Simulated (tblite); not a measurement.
C₇H₁₃NOSi.
Atom-mapped SMILES: `[CH3:1][SiH2:2][CH2:3][C:4](=[O:5])[NH:6][C:7]1=[CH:8][CH2:9][CH2:10]1` (hydrogens: H11, H12, H13 on C1; H14, H15 on Si2; H16, H17 on C3; H18 on N6; H19 on C8; H20, H21 on C9; H22, H23 on C10)

Structure used (GFN2-xTB), in Å, numbered top down from 1:
```
atom  x, y, z in Å
C1    -3.2152   -0.6664    1.0555
Si2   -2.6259    1.0696    0.5926
C3    -1.6670    0.9755   -1.0663
C4    -0.4838    0.0768   -0.8831
O5    -0.5099   -1.1201   -1.0707
N6     0.6301    0.7297   -0.4187
C7     1.8290    0.1223   -0.1049
C8     3.0034    0.5612    0.3560
C9     3.6179   -0.8145    0.3602
C10    2.2518   -1.3165   -0.1734
H11   -4.0541   -0.9765    0.4380
H12   -2.4191   -1.3913    0.9067
H13   -3.5323   -0.7200    2.0928
H14   -3.7448    2.0000    0.4016
H15   -1.7095    1.6140    1.6070
H16   -2.3134    0.5470   -1.8296
H17   -1.3599    1.9681   -1.3904
H18    0.5823    1.7286   -0.2757
H19    3.3954    1.5227    0.6298
H20    3.8935   -1.2005    1.3406
H21    4.4516   -0.9530   -0.3267
H22    2.2667   -1.7425   -1.1734
H23    1.7086   -1.9870    0.4880
```

Level: GFN2-xTB in tblite, geometry and Hessian alike; calculated harmonic values, unscaled, isolated species. This tight-binding method is rough: wavenumbers can miss measured ones by several per cent, in bad cases by 10 to 20. Modes of hydrogen on silicon can be 10 to 20 % off. One conformer, not necessarily the lowest.

Harmonic wavenumbers (cm⁻¹): 26.1, 41.4, 58.6, 78.6, 102.9, 128.2, 139.9, 200.9, 256.2, 348.5, 375.7, 446.6, 454.0, 541.4, 556.8, 589.7, 642.5, 665.4, 710.9, 723.7, 762.2, 772.7, 780.0, 825.1, 826.5, 833.4, 848.1, 936.8, 982.8, 994.1, 1006.9, 1044.0, 1053.8, 1065.7, 1119.2, 1164.1, 1174.6, 1192.1, 1203.5, 1229.7, 1337.8, 1368.7, 1372.3, 1451.5, 1458.3, 1469.5, 1471.3, 1476.5, 1709.0, 1728.8, 2197.3, 2231.1, 2978.7, 2997.8, 2998.7, 3015.8, 3017.0, 3027.3, 3032.9, 3037.1, 3042.7, 3128.3, 3422.0.

A = 2482, B = 532.1, C = 514.2 MHz; mass 155.077 u (most abundant isotopes); point group C1, symmetry number 1.

Task: What is the zero-point energy?

Result: ½Σν̃ = 39937 cm⁻¹ = 477.75 kJ/mol.

Task: What is S at 273.15 K and 1 bar for an ideal gas of classical rigid rotors and harmonic oscillators?

Result: Translation 169.94, rotation 126.68, vibration 161.47: S = 458.1 J/(mol K).

Task: And Cp and H(273.15 K) − H(0)?

Result: Cp = 182.89 J/(mol K), of which vibrations give 149.63 (their classical limit is 63 R = 523.8); H(273.15 K) − H(0) = 30.49 kJ/mol without the zero-point energy, 21.41 from vibrations.

Task: How do the functions run with temperature in this model?

Result: 
```tsv
T (K)	S (J/(mol K))	Cp (J/(mol K))	H − H(0) (kJ/mol)	G − H(0) (kJ/mol)	ln q(vib)
150	370.6	117.5	12.12	-43.47	5.58
250	442.5	169.9	26.41	-84.21	9.19
298.15	474.7	196.9	35.24	-106.29	10.85
400	540.2	250.2	58.07	-158.01	14.31
600	657.8	329.9	116.63	-278.07	20.92
900	807.0	404.7	227.79	-498.55	30.18
```

q(vib) and H(0) count from the zero-point level.

Task: Which modes carry the vibrational entropy at 273.15 K?

Result: 26.1 cm⁻¹: 24.82; 41.4 cm⁻¹: 20.99; 58.6 cm⁻¹: 18.12; 78.6 cm⁻¹: 15.71; 102.9 cm⁻¹: 13.51; 128.2 cm⁻¹: 11.74 J/(mol K); the other 57 give 56.59 together.

Task: Blend soft modes into free rotors: weight 1/[1 + (100 cm⁻¹/ν̃)⁴] for the oscillator and the rest for a rotor with moment μB/(μ + B), μ = h/(8π²ν), B = 10⁻⁴⁴ kg m². What vibrational entropy results?

Result: 140.79 J/(mol K) in place of 161.47, which changes −T·S at 273.15 K by +5.65 kJ/mol.

Hindered rotation and anharmonicity are outside this model. Other conformers, if any are populated, would add a mixing term that is left out. The structure is chiral; the term R ln 2 for an equal mix with its mirror image is left out.

Hardware: one thread of an Arm Neoverse V1, shared host. Cost: 1.2 s wall. The figure is for the frequency step alone.
